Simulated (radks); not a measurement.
Results of a calculation; reference values are marked as such.
Q: These are the eigenvalues of the occupied orbitals of an atom or ion with whole-number occupations (hartree). Code: a radial shooting solver on a logarithmic mesh with Libxc functionals. Model: Dirac Kohn-Sham, LB94 model potential, spin-unpolarised, spherical densities, finite nucleus; Fermi nuclear charge, rms radius of each element as measured or else 0.836 A^(1/3) + 0.57 fm.

| orbital | eigenvalue |
|---|---|
| 1s1/2 | -2813.681 |
| 2s1/2 | -566.4369 |
| 2p1/2 | -547.2631 |
| 2p3/2 | -490.2239 |
| 3s1/2 | -198.3656 |
| 3p1/2 | -189.8441 |
| 3p3/2 | -176.9059 |
| 3d3/2 | -162.8414 |
| 3d5/2 | -159.9759 |

Which element is it, and in what charge state? The configuration may be excited. Open shells, if any, fill j = l - 1/2 first.

A: Z = 76, osmium, charge +48: Os48+ in [Ar] 3d10. The list shows which subshells hold electrons but not how many an open one holds; the 1s level, -2813.7 hartree, gives Z - s = 75.0 by -(Z - s)^2/2, which with screening and relativity narrows Z to a few neighbours, and the depths of the outer levels then fix element, charge and occupations together.
